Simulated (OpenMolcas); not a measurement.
# Ni2+, Pd2+, Pt2+: d⁸ down the group

```yaml
Program: OpenMolcas 26.06
Method: MS-CASPT2, IPEA 0.25 Eh, imaginary shift 0.1 Eh
Basis: ANO-RCC-VTZP
Scalar_Hamiltonian: DKH2, point nucleus
Spin-orbit_coupling: state interaction with AMFI integrals over the reference wave functions, term energies averaged over their components
```

Active space for each ion: 8 electrons in 6 orbitals (d s); closed shells correlated by CASPT2: Ni2+ 3s 3p; Pd2+ 4s 4p; Pt2+ 5s 5p.

Computed levels in cm-1 above ³F₄:

```json
{"Level": "³F₃", "Ni2+": "1447", "Pd2+": "3320", "Pt2+": "10380"}
{"Level": "³P₁", "Ni2+": "17120", "Pd2+": "13500", "Pt2+": "17080"}
{"Level": "³P₀", "Ni2+": "17390", "Pd2+": "13750", "Pt2+": "15210"}
{"Level": "¹G₄", "Ni2+": "22980", "Pd2+": "18210", "Pt2+": "22090"}
{"Level": "weight of ³F in the lowest level (%)", "Ni2+": "100", "Pd2+": "99", "Pt2+": "95"}
```

Measured, with the error of the calculation in %. Measured levels: Ni2+ from Corliss and Sugar, J. Phys. Chem. Ref. Data 10, 197 (1981); Pd2+ from Moore, Atomic Energy Levels, vol. III, NSRDS-NBS 35 (1971 reprint of NBS Circular 467, 1958); Pt2+ from NIST levels as listed in McCann et al., Mon. Not. R. Astron. Soc. 538, 537 (2025).

```tsv
Level	Ni2+	Pd2+	Pt2+
³F₃	1361 (+6.3)	3230 (+2.9)	9752 (+6.4)
³P₁	16978 (+0.8)	13470 (+0.2)	16782 (+1.8)
³P₀	17231 (+0.9)	13699 (+0.4)	14939 (+1.8)
¹G₄	23109 (-0.6)	17880 (+1.8)	21331 (+3.6)
```

The fine-structure level ³F₃ changes by a factor of 7.17 from Ni2+ to Pt2+.

Without spin-orbit coupling ³P lies 15670, 10180, 6930 cm-1 above ³F in that order; the difference to the level ³P₁, of either sign, comes from spin-orbit coupling, which also lowers the zero.

CASPT2 does not keep the components of a term degenerate, so their means are used; among the terms shown or strongly mixed into the levels shown the widest spread is 2100 cm-1 (3d⁸ ¹G, Ni2+). Terms from blocks run as CI alone lack orbitals of their own. Measured partners are found by configuration, term and J. A level has none where our copy of the source lacks it or the pairing is in doubt (some pairs that miss far off the trend of their configuration count as doubtful), and it then counts in no deviation. Only configurations of the active space appear.
